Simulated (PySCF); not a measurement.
O$_{4}$W (SMILES [O]=[W-2](=[O])(=[O])=[O]), charge -2, singlet, at a GFN2-xTB geometry (such geometries of metal compounds can be far from the true shape) (core potentials on W) (in this run its highest filled SCF level lies above zero, so its values depend strongly on the basis, on diffuse functions most of all). Base run: PBE0/def2-SVP (PySCF).

The PySCF input:
```python
from pyscf import gto, scf, dft

mol = gto.Mole()
mol.atom = '''
    W     0.00000000   -0.00000000   -0.00000000
    O     1.22151270    0.75059407   -1.05310996
    O     0.81207991   -0.92511978    1.28421374
    O    -1.02182507   -1.09275821   -0.96243355
    O    -1.01176754    1.26728392    0.73132977
'''
mol.basis = 'def2-svp'
mol.ecp = {'W': 'def2-svp'}
mol.charge = -2
mol.verbose = 4
mol.build()

mf = dft.RKS(mol)
mf.xc = 'pbe0'
mf.kernel()
```

The base run was repeated with changes; each row names its change, and settings that it needs were set with it.

```csv
change,ΔE vs base (mEh),fitting functions,outcome
base,0.000,-,converged
auxbasis = even-tempered beta=3.0,-17.606,495,converged
auxbasis = default (with mf = mf.density_fit()),0.027,535,converged
auxbasis = def2-universal-jfit,11.405,285,converged
auxbasis = even-tempered beta=1.6,0.010,1044,converged
only_dfj = on; auxbasis = def2-universal-jfit,-0.122,285,converged
auxbasis = def2-tzvp-ri,-,-,input refused
auxbasis = cc-pvtz-jkfit,-,-,input refused
auxbasis = def2-svp-ri,-,-,input refused
auxbasis = even-tempered beta=2.0,-0.251,706,converged
```

A fitting set is made for a task (jfit for Coulomb, jkfit for Coulomb and exchange, ri for correlation) and for a family of orbital bases.

- auxbasis = def2-tzvp-ri: ended with `pyscf.lib.exceptions.BasisNotFoundError: Basis set not found for W in def2-tzvp-ri`
- auxbasis = cc-pvtz-jkfit: ended with `pyscf.lib.exceptions.BasisNotFoundError: Basis set not found for W in cc-pvtz-jkfit`
- auxbasis = def2-svp-ri: ended with `pyscf.lib.exceptions.BasisNotFoundError: Basis set not found for W in def2-svp-ri`
